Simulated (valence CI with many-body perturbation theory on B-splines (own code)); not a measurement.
The numbers below are computed, except where a source is named.
Ladder of approximations for Tm47+

Level of theory: valence CI with perturbative core correlation (CI+MBPT): four valence electrons over a frozen Dirac-Fock core [Ar], radial functions for each j: 9 s, 9 p, 10 d, 8 f, 5 g, 3 h, 1 i, with the one-electron correlation potential Σ1, the two-electron term Σ2, the three-electron term Σ3, Breit, model QED; selected CI, second order for the rest (own B-spline code, finite nucleus).

The last digits are not significant, and no measured levels were compared; by estimate large intervals hold to a few tenths of a per cent, small ones and those within an open d or f shell to about a per cent. The list stops below the first excitations out of the core. Only levels of the ground parity were solved; by the run's estimate the other parity begins above the list, which can be wrong where configurations are misplaced.

Each rung adds one term. CI alone is the Dirac-Coulomb CI over the frozen core; QED comes last and gives the full result, which names the levels. Energies are above (3d3/2^4) J=0 on the same rung, in cm⁻¹.

Levels are named by their leading jj configuration (3d3/2^4 stands for four electrons in 3d with j = 3/2), which in mixed levels can hold well under half, so a name can repeat and another be missing. Letters in brackets count levels of one name in rising energy.

```csv
Level,CI alone
(3d3/2^3 3d5/2) J=1,358485
(3d3/2^3 3d5/2) J=4,459369
(3d3/2^3 3d5/2) J=2,470762
(3d3/2^3 3d5/2) J=3,499236
(3d3/2^2 3d5/2^2) J=0 [a],784749
(3d3/2^2 3d5/2^2) J=2 [a],795145
(3d3/2^2 3d5/2^2) J=4 [a],812935
(3d3/2^2 3d5/2^2) J=3 [a],825539
(3d3/2^2 3d5/2^2) J=5,862237
(3d3/2^2 3d5/2^2) J=6,889583
(3d3/2^2 3d5/2^2) J=1,889150
(3d3/2^2 3d5/2^2) J=3 [b],923213
(3d3/2^2 3d5/2^2) J=4 [b],927274
(3d3/2^2 3d5/2^2) J=2 [b],936880
(3d3/2^2 3d5/2^2) J=2 [c],1024950
(3d3/2^2 3d5/2^2) J=4 [c],1068100
```

**Question.** What do these energies become with core correlation, Breit and QED?

**Answer.** (3d3/2^3 3d5/2) J=1 355614 (-2871); (3d3/2^3 3d5/2) J=4 445054 (-14315); (3d3/2^3 3d5/2) J=2 461045 (-9717); (3d3/2^3 3d5/2) J=3 487945 (-11291); (3d3/2^2 3d5/2^2) J=0 [a] 775908 (-8842); (3d3/2^2 3d5/2^2) J=2 [a] 785505 (-9640); (3d3/2^2 3d5/2^2) J=4 [a] 797185 (-15750); (3d3/2^2 3d5/2^2) J=3 [a] 812035 (-13504); (3d3/2^2 3d5/2^2) J=5 841478 (-20759); (3d3/2^2 3d5/2^2) J=6 863055 (-26527); (3d3/2^2 3d5/2^2) J=1 874532 (-14619); (3d3/2^2 3d5/2^2) J=3 [b] 902821 (-20392); (3d3/2^2 3d5/2^2) J=4 [b] 903281 (-23993); (3d3/2^2 3d5/2^2) J=2 [b] 916585 (-20295); (3d3/2^2 3d5/2^2) J=2 [c] 1008410 (-16541); (3d3/2^2 3d5/2^2) J=4 [c] 1046680 (-21418).

**Question.** How does the ionisation energy move along the ladder, and which term matters most?

**Answer.** CI alone 4068.2, + Σ1 4070.7, + Σ2 4079.4, + Σ3 4079.6, + Breit 4075.9, + QED 4076.1 eV. The largest step is Σ2, 8.7 eV. NIST lists 4075 ± 4 eV (theoretical).
